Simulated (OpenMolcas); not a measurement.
## C2+: effect of the active space

* Program: OpenMolcas
* Method: XMS-CASPT2 or its RAS form, IPEA 0.25 Eh, imaginary shift 0.1 Eh
* Basis: ANO-RCC-VTZP
* Scalar Hamiltonian: DKH2, point nucleus
* Spin-orbit coupling: state interaction with AMFI integrals over the reference wave functions, term energies averaged over their components

A. 2 electrons in 4 orbitals (2s 2p); 2S+1 = 3 even, 3 roots; 2S+1 = 1 even, 7 roots; 2S+1 = 3 odd, 3 roots; 2S+1 = 1 odd, 3 roots; closed shells correlated: 1s; CASPT2 step of the order of 1.7 core-seconds
B. 2 electrons in 8 orbitals (2s 2p 3s 3p); 2S+1 = 3 even, 3 roots; 2S+1 = 1 even, 7 roots; 2S+1 = 3 odd, 3 roots; 2S+1 = 1 odd, 3 roots; closed shells correlated: 1s; CASPT2 step roughly 3 core-seconds
C. 2 electrons in 9 orbitals (RAS2 2s 2p; RAS3 3d, at most 2 electrons); 2S+1 = 3 even, 3 roots; 2S+1 = 1 even, 7 roots; 2S+1 = 3 odd, 3 roots; 2S+1 = 1 odd, 3 roots; closed shells correlated: 1s; CASPT2 step roughly 5 core-seconds

Energies in cm⁻¹ above 2s² ¹S₀, the measured ground level; measured values from Moore, Selected Tables of Atomic Spectra, NSRDS-NBS 3, section 3.

```
     Level       A       B       C  Measured
   2s² ¹S₀     0.0     0.0     0.0       0.0
2s 2p ³P°₀   52580   52350   52410     52367
2s 2p ³P°₁   52600   52370   52440     52391
2s 2p ³P°₂   52660   52430   52490     52447
2s 2p ¹P°₁  104010  103750  103410    102352
   2p² ³P₀  137910  137670  137750    137426
   2p² ³P₁  137940  137700  137770    137454
   2p² ³P₂  137990  137750  137820    137502
   2p² ¹D₂  145780  145500  146490    145876
   2p² ¹S₀  184570  184130  184500    182520
```

Deviations, from unrounded energies. A percentage is the sum of absolute deviations over the sum of measured energies, with the sign that they share, or ± where signs differ.

```
           Against measurement  Levels     A     B     C
mean absolute deviation (cm-1)       9   660   460   530
      other configurations (%)       9  ±0.6  ±0.4  +0.5
```

B lies closest to measurement on these levels and A furthest from it. The largest miss of B in the table is 2p² ¹S₀, by +1600 cm-1. The ranking rests on the paired levels alone, and a cruder setting can come out closer through cancelling errors.

Among A to C the level of the table that moves most is 2p² ¹D₂, by 990 cm-1 (lowest in B, highest in C). Moves below CASPT2's spread within the term are not significant.

CASPT2 breaks the degeneracy within a term, and the mean is taken; among the terms shown or strongly mixed into the levels shown the widest spread is 16 cm-1 (2p² ¹D, A). Active for correlation alone: 3p 3s; no level in the range computed is led by a configuration that fills them, so any true level of that kind is missing (holds for B). Active for correlation alone: 3d; no level in the range computed is led by a configuration that fills it, so any true level of that kind is missing (holds for C). Computed and measured levels are paired by configuration, term and J; levels that our copy of the source lacks, or whose pairing is in doubt (as where it misses far off the trend of its configuration), stay unpaired and out of the deviations. Levels of configurations outside the active space are missing.

° marks odd parity.
